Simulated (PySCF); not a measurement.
**Löwdin shares of the frontier orbitals**

Compound: H12OSi5.
Z-matrix (Å and degrees, GFN2-xTB geometry), rows numbered from 1:
```
Si
O   1  1.6093
Si  2  1.6434  1  160.12
Si  3  2.3166  2  107.10  1   -45.63
Si  3  2.3226  2  103.99  1    84.44
Si  5  2.3194  3  117.26  2    30.56
H   1  1.4623  2  107.52  3    74.23
H   1  1.4594  2  105.15  3  -165.39
H   1  1.4644  2  107.54  3   -45.47
H   3  1.4797  2  100.11  1  -161.00
H   4  1.4697  3  112.72  2    52.55
H   4  1.4680  3  109.83  2   170.87
H   4  1.4693  3  116.14  2   -68.91
H   5  1.4762  3  107.94  2   155.85
H   5  1.4788  3  109.01  2   -93.95
H   6  1.4687  5  114.67  3  -166.76
H   6  1.4673  5  112.23  3    72.76
H   6  1.4668  5  111.05  3   -46.54
```

Theory: TDDFT PBE0/def2-SVPD, vertical, gas phase, core orbitals frozen in the response (PySCF 2.14.0, density-fitted response routines).

Frontier orbitals with the atoms that hold most of them (Löwdin shares over 4%, at most four atoms; ? is withheld):

| orbital | ε (eV) | atoms |
| --- | --- | --- |
| HOMO-3 | -9.39 | Si1 15%, Si5 13%, H9 13%, H15 10% |
| HOMO-2 | -8.74 | Si5 30%, Si6 29%, O2 6%, H14 6% |
| HOMO-1 | -8.16 | O2 26%, Si3 20%, H10 15%, Si4 9% |
| HOMO | ? | ? |
| LUMO | -1.24 | ? |
| LUMO+1 | -0.50 | Si3 23%, Si5 17%, Si4 15%, Si1 6% |
| LUMO+2 | -0.08 | Si5 26%, Si6 17%, Si3 13%, Si4 10% |

(1) Which atoms hold the HOMO, and with what shares?

(2) Give the leading atoms of the LUMO.

(3) What is the HOMO energy, and the HOMO–LUMO gap?

Answers

(1) Si3 (bonded to O, 2 Si and H) 21%; O2 (bonded to 2 Si) 19%; Si5 (bonded to 2 Si and 2 H) 19%; Si4 (bonded to Si and 3 H) 15%. By element: silicon 55% or more, oxygen 19%.

(2) Si3 (bonded to O, 2 Si and H) 26%; Si5 (bonded to 2 Si and 2 H) 19%; Si4 (bonded to Si and 3 H) 15%; Si6 (bonded to Si and 3 H) 12%.

(3) ε(HOMO) = -7.70 eV; the gap is 6.46 eV (0.2374 hartree).

The HOMO–LUMO gap is 6.46 eV. Where does the response calculation put the lowest singlet, and from which orbitals?

S1 is at 5.35 eV (f = 0.138), 1.11 eV below the gap, made of HOMO→LUMO (93%). 

One configuration dominates each of S1, S2, S3 and S6. Which, and how do the shares of the two leading atoms of either orbital change from the occupied to the empty one?

- S1 (5.35 eV, f 0.138), HOMO→LUMO (93%): Si3 21% → 26%, O2 19% → at most 12%, Si5 19% → 19%
- S2 (5.74 eV, f 0.0053), HOMO-1→LUMO (97%): O2 26% → at most 12%, Si3 20% → 26%, Si5 at most 10% → 19%
- S3 (6.10 eV, f 0.157), HOMO→LUMO+1 (89%): Si3 21% → 23%, O2 19% → at most 7%, Si5 19% → 17%
- S6 (6.58 eV, f 0.013), HOMO-1→LUMO+1 (87%): O2 26% → at most 7%, Si3 20% → 23%, Si5 at most 10% → 17%

One conformer stands for the species.
